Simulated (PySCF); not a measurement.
**S+: excitation energy**

S+ [Ne] 3s2 3p3 (4S) → S+ [Ne] 3s1 3p3 4s1 (6S), as a difference of total energies. Computed with PySCF 2.14 in dyall-av3z, with no relativity, point nucleus. Correlated levels: valence: [Ne] frozen; virtual orbitals above 40 to 60 times the deepest correlated orbital energy dropped. The calculations carry no spin-orbit coupling.

| method | excitation energy (eV) |
| --- | --- |
| UHF | 18.483 |
| MP2 (valence) | 20.046 |
| SCS-MP2 (valence) | 20.589 |
| CCSD (valence) | 20.270 |
| CCSD(T) (valence) | 20.346 |

Question: How much does correlation contribute at CCSD(T) (valence)?

Answer: 20.346 − (18.483) = 1.863 eV, measured against UHF.

The promoted electron is Rydberg-like, and one or two diffuse shells describe it only roughly, which tends to raise the upper state.
